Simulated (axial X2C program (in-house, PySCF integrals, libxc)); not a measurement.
## MgV: cheaper levels and CCSD(T), with spin–orbit coupling

All values were computed with an in-house all-electron X2C program for linear molecules (integrals from PySCF). Two-component (2c) means X2C with spin–orbit coupling and atomic mean-field two-electron Coulomb and Gaunt terms. Basis: V dyall-cv3z [10s10p6d4f2g], Mg dyall-cv3z [9s8p6d3f] (cores contracted in-house); Gaussian nuclei, density fitting, unrestricted open shells. Masses: V 50.944 u, Mg 23.985 u.

State: Ω = 5/2 (⟨Sz⟩ = 2.50, ⟨Lz⟩ = 0.00 at HF); fragments V + Mg.

```csv
level,Re (Å),ωe (cm⁻¹)
PBE0,3.014,149.3
MP2,3.194,105.6
CCSD,3.144,118.2
TPSSh,2.965,163.3
```

Correlated methods: 7 electrons correlated (number of frozen shells: V 3 s, 2 p; Mg 2 s, 1 p), 325 virtual spin orbitals or spinors in MP2, 90 natural virtuals in coupled cluster.

CCSD(T), same Hamiltonian and basis:

Re = 3.066 Å, ωe = 133.0 cm⁻¹; T1 = 0.041 (Lee–Taylor normalisation).

Give the differences from CCSD(T) in the columns below.



```csv
level,ΔRe (Å),Δωe (cm⁻¹)
PBE0,-0.052,16.3
MP2,0.128,-27.4
CCSD,0.078,-14.8
TPSSh,-0.101,30.3
```

The state is one determinant whose occupation by symmetry is held fixed; it was picked as the lowest of a PBE0 search that is not exhaustive. De is not given where an atomic determinant may have missed its ground term or J level, or where the truncated virtual space spoils (T). Density functionals use the spin component along the axis (collinear). CCSD and (T) use frozen natural virtuals with an MP2 correction for the truncation; (T) itself is uncorrected, so its De runs slightly low. PBE0 can misorder states that lie within some tenths of an eV, so this need not be the ground state of the molecule. The nearest other spin-free determinant of the search, M_S = 5/2, Λ = 1, lies 0.05 eV up at the distance of the search. The functionals have no current-density term, which raises determinants with orbital currents, atoms included. The spin of this state cannot come from the lowest atoms; the curve heads to a higher limit, and no De is given. With several unpaired electrons one determinant need not be a pure state. A state of lower Ω lies just above, and one determinant can place such states too high, so the state shown need not be the lowest. The search has Ω = 1/2 only 0.03 eV up. The outer-core s and p shells of the metal are frozen in the correlated rows, which leaves out core–valence correlation; for alkali and alkaline-earth bonds that tends to lengthen them. This is the top spin component of a Σ state; components of lower Ω are not single determinants and can lie lower. The T1 diagnostic is large, a sign of multireference character. The levels of this run spread widely (ωe from 106 to 163 cm⁻¹), so these constants depend on the method.
